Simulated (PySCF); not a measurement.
## How methods differ on the ionisation energy of Ga

Ga [Ar] 3d10 4s2 4p1 (2P) → Ga+ [Ar] 3d10 4s2 (1S), as a difference of total energies. Calculation: PySCF 2.14, in dyall-av2z (16s12p8d, 92 functions); the non-relativistic Hamiltonian (point nucleus). Correlated levels: valence: [Ar] 3d10 frozen; virtual orbitals above 40 to 60 times the deepest correlated orbital energy dropped. The calculations carry no spin-orbit coupling.

```
           method  ionisation energy (eV)
              UHF                   5.556
              LDA                   6.064
              PBE                   5.984
             PBE0                   6.003
           r2SCAN                   6.132
            HSE06                   6.012
            B97-3                   5.816
          wB97X-V                   5.885
             BP86                   6.110
    MP2 (valence)                   5.711
SCS-MP2 (valence)                   5.688
```

Problem. How much does correlation contribute at MP2 (valence)?

Solution. 5.711 − (5.556) = 0.155 eV, measured against UHF.

These non-relativistic numbers lack the scalar-relativistic shift.

Errors of the correlated levels include the incompleteness of this basis and the frozen core.

For comparison: 5.931 eV (measured; NIST levels, between the centres of gravity of the two terms).
